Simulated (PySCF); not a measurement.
C2H4BF3. Atoms are numbered in the order given.

```xyz
10

F     -0.5876    -2.2341     0.0000
C     -0.8345    -0.8747     0.0000
B      0.4692     0.0013     0.0000
F      1.6709    -0.5600     0.0000
C      0.3901     1.5753     0.0000
F     -0.9276     2.0187     0.0000
H     -1.4538    -0.6041     0.8790
H     -1.4538    -0.6041    -0.8790
H      0.9132     1.9883    -0.8850
H      0.9132     1.9883     0.8850
```

Coordinates come from a B3LYP-D3(BJ)/def2-SVP optimisation. The structure was generated by enumeration, and PubChem lists no compound with its InChIKey, so it may never have been made. One conformer was computed; it need not be the lowest.

Computed with B3LYP-D3(BJ)/def2-SVP run with PySCF 2.14.0.

No scaling factor is applied to the harmonic values.

Q: Estimate the vibrational spectrum. (The exact figures need the calculation; the answer reports its results.)

A: 
| mode | ν (cm⁻¹) | IR (km/mol) | Raman (Å⁴/amu) | depolarisation | moving atoms (share of kinetic energy) |
|---|---|---|---|---|---|
| 1 | 93 | 11.1 | 0.2 | 0.75 | H 36 %, C 31 %, F 31 % |
| 2 | 98 | 3.7 | 0.1 | 0.75 | H 36 %, F 35 %, C 29 % |
| 3 | 137 | 4.7 | 0.0 | – | F 79 %, C 8 % |
| 4 | 227 | 3.3 | 0.2 | 0.31 | F 89 %, C 8 % |
| 5 | 339 | 3.1 | 0.0 | – | H 45 %, B 43 %, F 10 % |
| 6 | 424 | 4.2 | 1.9 | 0.46 | F 69 %, C 19 % |
| 7 | 525 | 23.6 | 2.7 | 0.50 | C 46 %, F 31 %, H 12 %, B 11 % |
| 8 | 630 | 0.0 | 0.5 | 0.75 | H 69 %, C 29 % |
| 9 | 725 | 2.3 | 3.8 | 0.08 | C 53 %, F 27 %, H 18 % |
| 10 | 934 | 15.4 | 0.1 | 0.75 | B 38 %, H 32 %, C 28 % |
| 11 | 1059 | 135.0 | 1.9 | 0.74 | C 46 %, F 30 %, B 20 % |
| 12 | 1087 | 75.7 | 3.0 | 0.73 | C 47 %, F 39 %, H 10 % |
| 13 | 1153 | 24.6 | 5.6 | 0.74 | H 44 %, B 33 %, F 12 %, C 11 % |
| 14 | 1231 | 0.0 | 13.1 | 0.75 | H 91 % |
| 15 | 1242 | 4.5 | 5.6 | 0.75 | H 92 % |
| 16 | 1297 | 72.1 | 2.1 | 0.68 | H 51 %, B 20 %, C 18 %, F 10 % |
| 17 | 1388 | 76.1 | 4.4 | 0.73 | H 50 %, C 33 %, B 16 % |
| 18 | 1417 | 56.9 | 10.2 | 0.56 | H 61 %, B 20 %, C 14 % |
| 19 | 1429 | 30.6 | 14.8 | 0.69 | H 87 % |
| 20 | 1441 | 62.5 | 5.4 | 0.50 | H 48 %, B 32 %, C 13 %, F 8 % |
| 21 | 3001 | 15.0 | 125.0 | 0.07 | H 95 % |
| 22 | 3004 | 16.6 | 138.8 | 0.08 | H 95 % |
| 23 | 3034 | 11.4 | 78.1 | 0.75 | H 91 %, C 9 % |
| 24 | 3046 | 16.5 | 80.5 | 0.75 | H 91 %, C 9 % |
